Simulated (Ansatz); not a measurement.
Abridged output of a molecular run in Ansatz:

```
Functional definition: HF
1365 factors; integrals over basis functions are off by at most 9.3e-4 eV
mean field evaluation 1: about -76493.7771 eV, gradient 3.8e1 eV
mean field evaluation 2: about -76493.9766 eV, gradient 3.8e1 eV
mean field evaluation 4: about -76496.9073 eV, gradient 3.5e0 eV
mean field evaluation 8: about -76496.9558 eV, gradient 2.4e-1 eV
mean field -76496.95610433 eV, -2811.2112853350 hartree, gradient 1.4e-6 eV, S^2 0.000000; 0 other end points of the search recorded, 0 dependent functions left out
13 core orbitals not correlated: weight in the atoms' cores, before any rotation towards them, 1.000 or more for the frozen orbitals, at most 0.000 for the correlated occupied ones
reference -76496.95610433 eV, -2811.2112853350 hartree; 20, 20 occupied and 181, 181 virtual orbitals, 1365 factors
second order -27.98636900 eV of doubles, -0.00000000 eV of singles
cycle   1  -27.85012726 eV  change    1.4e-1 eV  update   1.0e-1
cycle   2  -28.42850362 eV  change   -5.8e-1 eV  update   2.9e-2
cycle   3  -28.55148906 eV  change   -1.2e-1 eV  update   1.5e-2
cycle   4  -28.53367273 eV  change    1.8e-2 eV  update   3.7e-3
cycle   5  -28.53180192 eV  change    1.9e-3 eV  update   1.6e-3
cycle   6  -28.53280084 eV  change   -1.0e-3 eV  update   5.1e-4
cycle   7  -28.53242996 eV  change    3.7e-4 eV  update   1.7e-4
cycle   8  -28.53233798 eV  change    9.2e-5 eV  update   5.4e-5
cycle   9  -28.53236578 eV  change   -2.8e-5 eV  update   2.3e-5
perturbative correction -1.01372908 eV, -0.0372538566 hartree
Total energy: -76526.50219919 eV, -2812.2970842941 hartree
```

Its atoms:

Z-matrix (Å, degrees):
```
C
B 1 1.560
O 1 1.404 2 118.1
H 1 1.102 2 106.7 3 124.3
H 1 1.102 2 106.7 3 -124.3
Br 2 1.924 1 121.4 3 -0.1
F 2 1.313 1 120.7 3 179.9
H 3 0.963 1 108.7 2 0.2
```

Which basis set was used?
A. cc-pV(D+d)Z
B. def2-TZVPP
C. cc-pV(Q+d)Z
D. def2-SVPD

B. It gives 214 functions.

Write the keys of the input that set method, charge and spin (a neutral closed shell needs none for the last two).


```yaml
correlation: {method: ccsd_t}
```
